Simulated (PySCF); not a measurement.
A side-by-side comparison of computed properties.

First species: C4H8FNSi2.
Atom-mapped SMILES: `[CH3:1][Si@H:2]([SiH3:3])/[C:4]([C:5]#[N:6])=[CH:7]\[F:8]` (hydrogens: H9, H10, H11 on C1; H12 on Si2; H13, H14, H15 on Si3; H16 on C7)

Structure used (GFN2-xTB), in Å, numbered top down from 1:
```xyz
16
C4H8FNSi2 angstrom
C      0.9166    0.7364    1.7854
Si     0.4255   -0.4835    0.4129
Si     1.7155   -0.3163   -1.5118
C     -1.3850   -0.0450   -0.0489
C     -1.9260    1.1670    0.3980
N     -2.2994    2.1768    0.7963
C     -2.1199   -0.8491   -0.8087
F     -1.6208   -2.0098   -1.2607
H      0.2643    0.6590    2.6516
H      1.9332    0.5530    2.1206
H      0.8647    1.7642    1.4349
H      0.3041   -1.8276    1.0069
H      1.5279    0.9753   -2.1820
H      1.3932   -1.3595   -2.4849
H      3.1373   -0.4405   -1.1827
H     -3.1388   -0.6914   -1.1382
```

Second species: C4H4ClF3O.
SMILES: `C[C@H](F)C(F)(F)C(=O)Cl`

Levels: CAM-B3LYP/def2-SVPD for dipole moment, HOMO energy, LUMO energy, HOMO–LUMO gap, static isotropic polarisability and electronic spatial extent ⟨r²⟩ about the centre of nuclear charge; TDDFT CAM-B3LYP/def2-SVPD for lowest singlet excitation; TDA CAM-B3LYP/def2-SVPD for lowest triplet excitation (Tamm–Dancoff); GFN2-xTB for rotational constant A and rotational constant C. Geometries: GFN2-xTB. Each species is one conformer at its optimised geometry, gas phase, non-relativistic unless stated; the electronic structure was computed with PySCF and density fitting.

Dipoles, sizes and rotational constants follow the conformer. The torsions of the flexible species, by atom-mapped SMILES:
- `[CH3:1][Si@H:2]([SiH3:3])/[C:4]([C:5]#[N:6])=[CH:7]\[F:8]`: C1–Si2–C4–C5 14°
- `[CH3:1][C@H:2]([F:3])[C:4]([F:5])([F:6])[C:7](=[O:8])[Cl:9]`: C1–C2–C4–F5 -72°, C2–C4–C7–O8 71°

Values for the first species:

| Item | Value |
| --- | --- |
| Dipole moment | 2.61 D |
| HOMO energy | -9.27 eV |
| LUMO energy | -0.59 eV |
| HOMO–LUMO gap | 8.68 eV |
| Lowest singlet excitation | 5.98 eV |
| Lowest triplet excitation (Tamm–Dancoff) | 3.63 eV |
| Static isotropic polarisability | 107.6 au |
| Electronic spatial extent ⟨r²⟩ about the centre of nuclear charge | 1563 bohr² |
| Rotational constant A | 1.456 GHz |
| Rotational constant C | 0.775 GHz |

(1) Estimate the same properties for the second species, and the change in each.

Results:

(1) 
```csv
property,first,second,second less first
dipole moment,2.61 D,2.36 D,-0.25 D
HOMO energy,-9.27 eV,-10.57 eV,-1.30 eV
LUMO energy,-0.59 eV,-0.93 eV,-0.34 eV
HOMO–LUMO gap,8.68 eV,9.64 eV,+0.96 eV
lowest singlet excitation,5.98 eV,4.84 eV,-1.14 eV
lowest triplet excitation (Tamm–Dancoff),3.63 eV,4.31 eV,+0.68 eV
static isotropic polarisability,107.6 au,67.0 au,-40.6 au
electronic spatial extent ⟨r²⟩ about the centre of nuclear charge,1563 bohr²,1281 bohr²,-282 bohr²
rotational constant A,1.456 GHz,1.976 GHz,+0.520 GHz
rotational constant C,0.775 GHz,0.984 GHz,+0.209 GHz
```

On the first: The principal polarisabilities are 89.7, 110.0 and 123.1 au; their mean is the isotropic value. No computed singlet falls in the visible range (750 to 380 nm, 1.65 to 3.26 eV); S1 lies 2.72 eV above its blue end. GFN2-xTB frequencies show an imaginary mode (25i cm⁻¹), so this geometry is no minimum at that level.

On the second: In wavenumbers S1 is 39100 cm⁻¹ (1 eV = 8065.54 cm⁻¹). No computed singlet falls in the visible range (750 to 380 nm, 1.65 to 3.26 eV); S1 lies 1.58 eV above its blue end.
